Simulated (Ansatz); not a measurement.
(MgSe)2 ring (Mg2Se2). Total charge 0; triplet. Geometry PBE0-D4/def2-SVP, that of the neutral singlet; atoms count from 1.

```xyz
4

Mg   -1.1692    0.3408    0.6008
Se   -1.0328   -0.6181   -1.6593
Mg    1.1693   -0.3391   -0.6015
Se    1.0327    0.6164    1.6600
```

At PBE0-D4/def2-TZVP a singlet of charge 0 lies 2.02 eV below the triplet at the same geometry.

Problem. Estimate the Mulliken populations from the PBE0/def2-TZVP orbitals of Ansatz.

Solution. 
| atom | charge (e) | spin (α − β) |
| --- | --- | --- |
| Mg1 | 0.49 | 0.45 |
| Se2 | -0.49 | 0.55 |
| Mg3 | 0.49 | 0.45 |
| Se4 | -0.49 | 0.55 |
Mulliken values and Mayer orders depend strongly on the basis.

Problem. Where does the spin sit?

Solution. Summed by element: Mg 0.90, Se 1.10, of 2 unpaired in all. Largest on single atoms: Se4 0.55, Se2 0.55, Mg1 0.45.

Problem. And the Mayer bond orders between bonded heavy atoms (over 0.3)?

Solution. Mg1–Se2 0.76 (2.46 Å); Mg1–Se4 0.76 (2.46 Å); Se2–Mg3 0.76 (2.46 Å); Mg3–Se4 0.76 (2.46 Å). Values over 0.3 also appear between atoms too far apart for a bond (Se2–Se4 0.37 at 4.10 Å); they arise where an orbital or an unpaired electron spreads over both atoms.
